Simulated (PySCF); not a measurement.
System: C6H11, charge -1, multiplicity 1. It need not be the lowest isomer of its formula. Whether it binds its extra electron was not tested at this geometry. 
Coordinates optimised at B3LYP-D3(BJ)/def2-TZVP (Ansatz):
SMILES: [CH2-]/C=C(\C)CC
```xyz
17

C      2.5396    -0.1553    -0.0040
C      1.2356    -0.5896    -0.2149
C      0.0439     0.1213    -0.2576
C      0.0667     1.6133    -0.1286
C     -1.2768    -0.5557    -0.4154
C     -2.1664    -0.5989     0.8478
H      3.3713    -0.8463    -0.0713
H      2.7743     0.8779     0.2260
H      1.1262    -1.6670    -0.3804
H     -0.8712     2.0620    -0.4861
H      0.8898     2.0494    -0.7191
H      0.2188     1.9913     0.9009
H     -1.8902    -0.0773    -1.2073
H     -1.1142    -1.5905    -0.7448
H     -2.3584     0.4130     1.2169
H     -1.6619    -1.1490     1.6471
H     -3.1405    -1.0749     0.6539
```
Charge -1, spin multiplicity 1.

Dispersion corrections to the total energy (kcal/mol) from the dftd3 and dftd4 libraries through PySCF: D3(BJ) without and D4 with the three-body term, each with the damping fitted for the functional named.

| functional | D3(BJ) | D4 |
|---|---|---|
| PW6B95 | -4.01 | -7.65 |
| BLYP | -17.38 | ___ |
| LC-wPBE | -7.75 | -9.99 |
| HSE06 | -5.41 | -7.12 |
| revPBE | -21.59 | ___ |
| B3LYP | -14.14 | -14.34 |
| TPSS | -10.58 | ___ |

### Question
What belongs in the gaps?

### Answer

- BLYP, D4: -20.03
- revPBE, D4: -30.54
- TPSS, D4: -12.28
